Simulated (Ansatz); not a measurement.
The cluster TaSe2. Total charge 0; doublet. Geometry PBE-D4/def2-TZVP; atoms count from 1.

Cartesian coordinates in Å:
```
Ta -0.7912 1.1813 -0.2488
Se 0.9221 -0.0451 1.0300
Se -0.1309 -1.1362 -0.7812
```

In the def2 sets Ta takes a core potential; there is no spin–orbit coupling. The charge 0 doublet is spin-contaminated (final ⟨S²⟩ up to 1.46, 0.75 for a pure state). The geometry of the doublet was relaxed on an unsound state (⟨S²⟩ 1.33, where a pure state has 0.75). At PBE0-D4/def2-TZVP a quartet of charge 0 lies 0.19 eV below the doublet, each at its own geometry. The structure comes from a short search, and lower isomers may exist.

Q: Estimate the Mulliken populations from the PBE0/def2-TZVP orbitals of Ansatz.

A: 
```tsv
atom	charge (e)	spin (α − β)	d electrons
Ta1	0.37	1.10	3.15
Se2	-0.19	-0.05	–
Se3	-0.19	-0.05	–
```
Mulliken values and Mayer orders depend strongly on the basis.

Q: Where does the spin sit?

A: Summed by element: Ta 1.10, Se -0.10, of 1 unpaired in all. Largest on single atoms: Ta1 1.10, Se2 -0.05, Se3 -0.05.

Q: And the Mayer bond orders between bonded heavy atoms (over 0.3)?

A: Ta1–Se2 1.31 (2.46 Å); Ta1–Se3 1.30 (2.47 Å); Se2–Se3 1.07 (2.36 Å).
